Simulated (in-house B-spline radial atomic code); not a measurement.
Inner levels of gadolinium as electrons are removed. A shift is the extra binding of the orbital against the neutral atom ([Xe] 4f5/2(6) 4f7/2(1) 5d3/2(1) 6s2). The density at the nucleus is averaged over the nuclear charge. Computed with an all-electron radial atomic-structure program (B-spline basis): Dirac-Hartree-Fock, jj configuration that fills j = l - 1/2 first, finite nuclei.

A number in brackets counts the electrons of a j subshell.

| ion | configuration | shift of 3d3/2 (eV) | shift of 2s1/2 (eV) | shift of 3p3/2 (eV) | radius of 3d3/2 (bohr) | radius of 2s1/2 (bohr) | radius of 3p3/2 (bohr) | Σ<r²> (bohr²) | change of density at nucleus (bohr⁻³) |
| --- | --- | --- | --- | --- | --- | --- | --- | --- | --- |
| Gd17+ | [Kr] 4d10 4f5/2(1) | 395.03 | 394.61 | 396.56 | 0.21801 | 0.092681 | 0.24559 | 8.4224 | -353.63 |
| Gd18+ | [Kr] 4d10 | 437.42 | 436.79 | 439.81 | 0.2178 | 0.092687 | 0.2455 | 7.8537 | -304.83 |
| Gd19+ | [Kr] 4d3/2(4) 4d5/2(5) | 483.26 | 484.74 | 484.77 | 0.21755 | 0.09268 | 0.24526 | 7.3361 | -222.18 |
| Gd20+ | [Kr] 4d3/2(4) 4d5/2(4) | 530.13 | 533.88 | 530.69 | 0.21727 | 0.092672 | 0.24501 | 6.8406 | -135.89 |
| Gd21+ | [Kr] 4d3/2(4) 4d5/2(3) | 578 | 584.2 | 577.56 | 0.21699 | 0.092664 | 0.24474 | 6.3658 | -45.951 |
| Gd22+ | [Kr] 4d3/2(4) 4d5/2(2) | ? | ? | ? | ? | ? | ? | ? | ? |
| Gd23+ | [Kr] 4d3/2(4) 4d5/2(1) | 676.74 | 688.35 | 674.13 | 0.21636 | 0.092646 | 0.24416 | 5.4733 | 144.77 |
| Gd24+ | [Kr] 4d3/2(4) | 727.59 | 742.18 | 723.81 | 0.21603 | 0.092636 | 0.24385 | 5.0532 | 245.57 |
| Gd25+ | [Kr] 4d3/2(3) | 778.55 | 797.83 | 775.03 | 0.21611 | 0.092625 | 0.24354 | 4.656 | 353.64 |
| Gd26+ | [Kr] 4d3/2(2) | 830.44 | 854.64 | 827.16 | 0.21581 | 0.092612 | 0.24322 | 4.2737 | 465.43 |
| Gd27+ | [Kr] 4d3/2(1) | ? | ? | ? | ? | ? | ? | ? | ? |
| Gd28+ | [Ar] 3d10 4s2 4p6 | 937 | 971.74 | 934.16 | 0.21517 | 0.092586 | 0.24254 | 3.5512 | 700.11 |
| Gd29+ | [Ar] 3d10 4s2 4p1/2(2) 4p3/2(3) | 992.01 | 1031.06 | 987.34 | 0.21481 | 0.092568 | 0.24259 | 3.2083 | 837.67 |
| Gd30+ | [Ar] 3d10 4s2 4p1/2(2) 4p3/2(2) | 1047.75 | 1091.26 | 1041.2 | 0.21444 | 0.09255 | 0.24231 | 2.875 | 978.55 |
| Gd31+ | [Ar] 3d10 4s2 4p1/2(2) 4p3/2(1) | 1104.21 | 1152.35 | 1095.72 | 0.21406 | 0.092531 | 0.24202 | 2.5508 | 1122.78 |
| Gd32+ | [Ar] 3d10 4s2 4p1/2(2) | 1161.39 | 1214.32 | 1150.9 | 0.21367 | 0.092511 | 0.24172 | 2.2354 | 1270.34 |
| Gd33+ | [Ar] 3d10 4s2 4p1/2(1) | ? | ? | ? | ? | ? | ? | ? | ? |
| Gd34+ | [Ar] 3d10 4s2 | 1280.07 | 1344.79 | 1268.3 | 0.21281 | 0.092464 | 0.24092 | 1.6658 | 1383.35 |
| Gd35+ | [Ar] 3d10 4s1 | 1340.41 | 1409.27 | 1327.19 | 0.21239 | 0.09246 | 0.24053 | 1.3917 | -785.61 |
| Gd36+ | [Ar] 3d10 | 1401.4 | 1474.54 | 1386.68 | 0.21197 | 0.092453 | 0.24014 | 1.1242 | -3025.63 |

(1) Fill in the row of Gd22+.

(2) Fill in the row of Gd27+.

(3) Fill in the row of Gd33+.

Answers

(1) shift of 3d3/2 (eV): 626.87; shift of 2s1/2 (eV): 635.69; shift of 3p3/2 (eV): 625.38; radius of 3d3/2 (bohr): 0.21668; radius of 2s1/2 (bohr): 0.092655; radius of 3p3/2 (bohr): 0.24446; Σ<r²> (bohr²): 5.9104; change of density at nucleus (bohr⁻³): 47.604.

(2) shift of 3d3/2 (eV): 883.26; shift of 2s1/2 (eV): 912.61; shift of 3p3/2 (eV): 880.21; radius of 3d3/2 (bohr): 0.2155; radius of 2s1/2 (bohr): 0.092599; radius of 3p3/2 (bohr): 0.24289; Σ<r²> (bohr²): 3.9057; change of density at nucleus (bohr⁻³): 580.92.

(3) shift of 3d3/2 (eV): 1220.36; shift of 2s1/2 (eV): 1279.09; shift of 3p3/2 (eV): 1209.25; radius of 3d3/2 (bohr): 0.21324; radius of 2s1/2 (bohr): 0.092488; radius of 3p3/2 (bohr): 0.24133; Σ<r²> (bohr²): 1.9466; change of density at nucleus (bohr⁻³): 1326.89.
